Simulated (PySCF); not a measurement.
Two species compared at the same levels of theory.

First species: C4H5ClF2O.
Numbering: `[CH2:1]=[C:2]([Cl:3])[O:4][C@H:5]([F:6])[CH2:7][F:8]` (hydrogens: H9, H10 on C1; H11 on C5; H12, H13 on C7)

Second species: InEt2(OMe), C5H13InO.
SMILES: `C[CH2][In]([CH2]C)[O]C`

Levels: CAM-B3LYP/def2-SVPD for HOMO energy, LUMO energy, HOMO–LUMO gap and static isotropic polarisability; TDDFT CAM-B3LYP/def2-SVPD for lowest singlet excitation. Geometries: PBE0-D3(BJ)/def2-SVP. Each structure is a single optimised conformer of the isolated species (atoms past krypton carry core potentials, spin–orbit coupling is left out). Electronic properties by PySCF.

Dipoles, sizes and rotational constants follow the conformer. The torsions of the flexible species, by atom-mapped SMILES:
- `[CH2:1]=[C:2]([Cl:3])[O:4][C@H:5]([F:6])[CH2:7][F:8]`: C1–C2–O4–C5 131°, C2–O4–C5–F6 -73°, O4–C5–C7–F8 -69°

Values for the first species:

* HOMO energy: -8.88 eV
* LUMO energy: 0.79 eV
* HOMO–LUMO gap: 9.67 eV
* Lowest singlet excitation: 6.50 eV
* Static isotropic polarisability: 69.9 au

(1) Estimate the same properties for the second species, and the change in each.

Results:

(1) 
| property | first | second | second less first |
| --- | --- | --- | --- |
| HOMO energy | -8.88 eV | -8.14 eV | +0.74 eV |
| LUMO energy | 0.79 eV | -0.10 eV | -0.89 eV |
| HOMO–LUMO gap | 9.67 eV | 8.04 eV | -1.63 eV |
| lowest singlet excitation | 6.50 eV | 4.76 eV | -1.74 eV |
| static isotropic polarisability | 69.9 au | 104.9 au | +35.0 au |

On the first: No computed singlet falls in the visible range (750 to 380 nm, 1.65 to 3.26 eV); S1 lies 3.24 eV above its blue end. The polarisability is 10.36 Å³ as a volume (1 au = 0.148185 Å³), or 0.97 au for each of the 72 electrons.

On the second: The principal polarisabilities are 82.8, 102.0 and 129.9 au; their mean is the isotropic value. No computed singlet falls in the visible range (750 to 380 nm, 1.65 to 3.26 eV); S1 lies 1.50 eV above its blue end. Atoms past krypton carry effective core potentials; spin–orbit coupling is left out.
